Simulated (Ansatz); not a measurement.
Stepwise reaction of `N[Si](N)([SiH3])[SiH3]` with hydrogen, as a gas-phase model of exchange steps in deposition or etching. ΔE in kJ/mol.

Program: Ansatz. Geometries: PBE0-D4/def2-TZVP. ΔE: electronic, gas phase. CBS: MP2 limit from def2 TZ/QZ plus the TZ coupled-cluster correction, frozen cores. This one scheme is used for every species. Functionals use def2-TZVPP. B3LYP here is the variant with VWN-RPA as its local correlation; programs differ in this. One conformer a species, not always the lowest.

```csv
step,reaction,PBE-D4,B3LYP-D4,ωB97M-V,CCSD(T)/CBS
2,`N[SiH]([SiH3])[SiH3]` + H₂ → `[SiH3][SiH2][SiH3]` + NH₃,9.4,12.8,11.7,10.8
```

Task: Give the row of step 1, `N[Si](N)([SiH3])[SiH3]` + H₂ → `N[SiH]([SiH3])[SiH3]` + NH₃. (An estimate is asked.)

Result: The calculation gave: 
| step | reaction | PBE-D4 | B3LYP-D4 | ωB97M-V | CCSD(T)/CBS |
| --- | --- | --- | --- | --- | --- |
| 1 | `N[Si](N)([SiH3])[SiH3]` + H₂ → `N[SiH]([SiH3])[SiH3]` + NH₃ | 33.0 | 34.6 | 33.0 | 33.3 |

Task: By hand: ΔE of the 2 steps together at CCSD(T)/CBS.

Result: (33.3) + (10.8) = 44.1 kJ/mol, or 22.0 kJ/mol a step.

In ΔE each step is lower than the one before. All are uphill at CCSD(T)/CBS. PBE-D4 differs from CCSD(T)/CBS by -1.4 to -0.3 kJ/mol a step. Isolated molecules leave out the surface, adducts and barriers. Largest T1 diagnostic: 0.013.
